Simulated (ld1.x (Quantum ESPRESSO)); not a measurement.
## gadolinium: variants of one PAW potential

Base potential:

Gd, PAW, made with ld1.x (Quantum ESPRESSO) 7.5 (revPBE, scalar-relativistic). Core [Kr] 4d10 4f7, reference 5s2 5p6 5d1 6s2 6p0. Waves: 5s (bound): rcut 2.25, rcutus 2.35 bohr; 6s (bound): rcut 2.25, rcutus 2.35 bohr; 5p (bound): rcut 2.05, rcutus 2.50 bohr; 6p (bound, empty): rcut 2.05, rcutus 2.50 bohr; 5d (bound): rcut 2.80, rcutus 3.30 bohr; 5d channel at 1.75 Ry: rcut 2.80, rcutus 3.30 bohr. Local part: all-electron potential smoothed inside 2.70 bohr (lloc = -1). Core correction: Bessel-smoothed model core, default radius (core density twice the valence density). Augmentation charge: BESSEL, radius 1.65 bohr.

All-electron outer shells of the reference configuration (revPBE, scalar-relativistic, ld1.x):

```csv
shell,level (eV),outermost node (bohr),outermost maximum (bohr)
4d,-147.73,0.27,0.56
5s,-49.74,0.65,1.20
5p,-27.26,0.70,1.35
4f,-8.68,–,0.56
6s,-4.08,1.60,3.42
5d,-2.49,0.79,1.95
6p,-1.32,1.93,4.55
```

Cutoffs, loose and tight: the cutoffs (Ry, on a coarse ladder) from which the occupation-weighted sum of valence levels, in a spherical-Bessel basis at the reference potential, stays within 10 and 1 mRy of its value at 400 Ry. They do not see the model core or the augmentation charge, which bear on the density cutoff. Test errors are all-electron minus pseudo excitation energies from the reference, over the configurations 5s2 5p6 5d1 6s1 6p0; 5s2 5p6 5d1 6s0 6p0; 5s2 5p6 5d0 6s0 6p0; 5s2 5p6 5d1.5 6s1.5 6p0; 5s1 5p6 5d1 6s2 6p0; 5s2 5p6 5d2 6s1 6p0; 5s2 5p6 5d1 6s0 6p1. A dash means not determined; rows that change the core or the reference have their own tests. The largest error is taken over the tests solved by every variant that gives reliable tests at all: 5s2 5p6 5d0 6s0 6p0; 5s2 5p6 5d1 6s0 6p0; 5s2 5p6 5d1 6s1 6p0; 5s2 5p6 5d1.5 6s1.5 6p0.

Cutoffs are not given where the Bessel-basis levels miss the radial ones by over 6 mRy, ghosts where they miss by over 20 mRy; a channel whose overlap is not positive is not tested.

A file whose overlap is not positive is unfit for use, and its test errors describe a broken file.

| change | outcome | bound ghosts | largest test error (meV) |
| --- | --- | --- | --- |
| base | generated, overlap not positive | not determined (overlap not positive) | -105 |
| wave 5d channel at 1.75 Ry: rcut 2.80, rcutus 3.30 bohr becomes 5d channel at -0.17 Ry: rcut 2.80, rcutus 3.30 bohr | generated, overlap not positive | not determined (overlap not positive) | -105 |
| wave 5d channel at 1.75 Ry: rcut 2.80, rcutus 3.30 bohr becomes 5d channel at -0.12 Ry: rcut 2.80, rcutus 3.30 bohr | generated, overlap not positive | not determined (overlap not positive) | -105 |
| wave 5d channel at 1.75 Ry: rcut 2.80, rcutus 3.30 bohr becomes 5d channel at 0.01 Ry: rcut 2.80, rcutus 3.30 bohr | generated, overlap not positive | not determined (overlap not positive) | -105 |
| wave 5d channel at 1.75 Ry: rcut 2.80, rcutus 3.30 bohr becomes 5d channel at 0.2 Ry: rcut 2.80, rcutus 3.30 bohr | generated, overlap not positive | not determined (overlap not positive) | -105 |
| wave 5d channel at 1.75 Ry: rcut 2.80, rcutus 3.30 bohr becomes 5d channel at 0.6 Ry: rcut 2.80, rcutus 3.30 bohr | generated, overlap not positive | not determined (overlap not positive) | -105 |
| wave 5d channel at 1.75 Ry: rcut 2.80, rcutus 3.30 bohr becomes 5d channel at 1.14 Ry: rcut 2.80, rcutus 3.30 bohr | generated, overlap not positive | not determined (overlap not positive) | -105 |
| wave 5d channel at 1.75 Ry: rcut 2.80, rcutus 3.30 bohr becomes 5d channel at 1.82 Ry: rcut 2.80, rcutus 3.30 bohr | generated, overlap not positive | not determined (overlap not positive) | -105 |
| wave 5d channel at 1.75 Ry: rcut 2.80, rcutus 3.30 bohr becomes 5d channel at 3.62 Ry: rcut 2.80, rcutus 3.30 bohr | generated, overlap not positive | not determined (overlap not positive) | -105 |
| wave 5d channel at 1.75 Ry: rcut 2.80, rcutus 3.30 bohr becomes 5d channel at 5.26 Ry: rcut 2.80, rcutus 3.30 bohr | generated, overlap not positive | not determined (overlap not positive) | -105 |
